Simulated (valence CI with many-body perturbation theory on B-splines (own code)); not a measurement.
Energy levels of Tb²⁶⁺

Calculated by valence CI with perturbative core correlation (CI+MBPT): three valence electrons over a frozen Dirac-Fock core [Kr], radial functions for each j: 7 s, 7 p, 8 d, 6 f, 4 g, 1 h, with the one-electron correlation potential Σ1 (screened to all orders), the two-electron term Σ2, the three-electron term Σ3, Breit, model QED; selected single and double excitations, second order for the rest, scaled by the run's own slope (own B-spline code, finite nucleus).

The last digits are not significant, and no measured levels were compared; by estimate large intervals hold to a few tenths of a per cent, small ones and those within an open d or f shell to about a per cent. Only levels of the ground parity were solved; by the run's estimate the other parity begins above the list, which can be wrong where configurations are misplaced.

Levels 1 to 19 of 19, with energies above the lowest level, (4d3/2^3) J=3/2. "Leading %" is the weight of the configuration and term that name the level; weights of strongly mixed levels are sums over their largest components and can fall short, so below about 35 % the name and the second component can differ from the true leading terms, or belong to a minority configuration. In the jj column 3d3/2^4 stands for four electrons in 3d with j = 3/2. Lifetimes count E1, E2, E3, M1 and M2 decay at the calculated energies, and are blank where another channel may lead or the interval is too uncertain; long ones can be off by a factor of two.

```tsv
No.	Configuration	Term	J	E (cm⁻¹)	Leading %	g	Lifetime	Leading jj
1	4d3	4F	3/2	0.0	62	0.613		4d3/2^3 (91 %)
2	4d3	4F	5/2	50474	89	1.046	260 μs	4d3/2^2 4d5/2 (96 %)
3	4d3	4P	3/2	68851	42	1.270	278 μs	4d3/2^2 4d5/2 (93 %)
4	4d3	4F	7/2	72240	54	1.099	4.46 ms	4d3/2^2 4d5/2 (85 %)
5	4d3	2G	9/2	77597	43	1.087	644 ms	4d3/2^2 4d5/2 (94 %)
6	4d3	4P	1/2	79815	64	1.950	777 μs	4d3/2^2 4d5/2 (99 %)
7	4d3	4P	5/2	120940	69	1.439	581 μs	4d3/2^2 4d5/2 (67 %)
8	4d3	2G	7/2	126580	52	1.051	110 μs	4d3/2 4d5/2^2 (90 %)
9	4d3	4F	9/2	134340	53	1.134	194 μs	4d3/2 4d5/2^2 (88 %)
10	4d3	2D	3/2	146640	42	1.152	74.4 μs	4d3/2 4d5/2^2 (98 %)
11	4d3	2P	1/2	153150	64	1.382	128 μs	4d3/2 4d5/2^2 (99 %)
12	4d3	2H	11/2	159230	100	1.088	413 μs	4d3/2 4d5/2^2 (100 %)
13	4d3	2D	5/2	165260	69	1.151	185 μs	4d3/2 4d5/2^2 (68 %)
14	4d3	2F	5/2	174440	51	1.083	224 μs	4d3/2 4d5/2^2 (92 %)
15	4d3	2F	7/2	181750	87	1.112	280 μs	4d3/2 4d5/2^2 (95 %)
16	4d3	2G	9/2	207160	56	1.125	80.4 μs	4d5/2^3 (93 %)
17	4d3	2P	3/2	212120	47	1.118	86.7 μs	4d3/2 4d5/2^2 (50 %)
18	4d3	2D	3/2	251820	84	0.901	77.4 μs	4d5/2^3 (51 %)
19	4d3	2D	5/2	270390	69	1.156	45.8 μs	4d5/2^3 (87 %)
```

The ionisation energy to 4d2 3F_2 of the next ion comes out as 910.2 eV (NIST: 909 ± 4 eV (theoretical)). All 19 levels together are meant to be complete up to 281210 cm⁻¹.
